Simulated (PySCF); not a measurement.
## Oscillator strengths, rates and cross-sections

Compound: CdMeF, CH3CdF (singlet state).
SMILES: `[CH3][Cd][F]`

Theory: TDDFT B3LYP/def2-SVPD, vertical, gas phase, core orbitals frozen in the response, def2 core potentials past Kr (PySCF 2.14.0, density-fitted response routines). Isolated species at its PBE0-D3(BJ)/def2-SVP geometry, gas phase. Spin–orbit coupling is left out.

Computed singlets with f of 0.002 or more:

```
state  ν̃ (cm⁻¹)       f
   S1      54160  0.0053
   S2      54170  0.0045
   S3      54680   0.370
   S4      56620   0.103
   S5      56630   0.102
  S10      66950  0.0039
```

Give A, τ, |μ| and ∫σ dE for each state.

For one non-degenerate pair of states in vacuum, A = 0.6670 f ν̃² s⁻¹ with ν̃ in cm⁻¹, τ = 1/A, |μ|² = 3f / (2ΔE) in atomic units, and the integrated cross-section is ∫σ dE = 109.76 f Mb·eV.

```tsv
state	A (s⁻¹)	τ	|μ| (D)	∫σ dE (Mb·eV)
S1	1.0×10⁷	96 ns	0.46	0.59
S2	8.8×10⁶	110 ns	0.42	0.49
S3	7.4×10⁸	1.4 ns	3.79	41
S4	2.2×10⁸	4.6 ns	1.96	11
S5	2.2×10⁸	4.6 ns	1.96	11
S10	1.2×10⁷	85 ns	0.35	0.43
```

States that coincide in energy are taken one by one. The rates are for emission to S0 at the absorption energy, with no other channel.

What is the integrated cross-section of all computed states together?

Σf = 0.589 over S1 to S10, so 109.76 × Σf ≈ 64.7 Mb·eV.

Which computed singlets stay under f = 0.002?

S6 (7.53 eV, f 0.0000), S7 (7.56 eV, f 0.0001), S8 (7.57 eV, f 0.0000) and S9 (7.57 eV, f 0.0000).

Suppose S1 emitted 0.3 eV lower with the same transition dipole. How would A change?

At fixed |μ|, A goes as the cube of the energy: (6.42/6.72)³ = 0.87, which makes τ about 110 ns.

The vertical ionisation energy (ΔSCF) is 10.91 eV, 2.60 eV above S10.

The run took 29 s (grids of density and orbitals included) on an Arm Neoverse V1 with one thread, shared host.
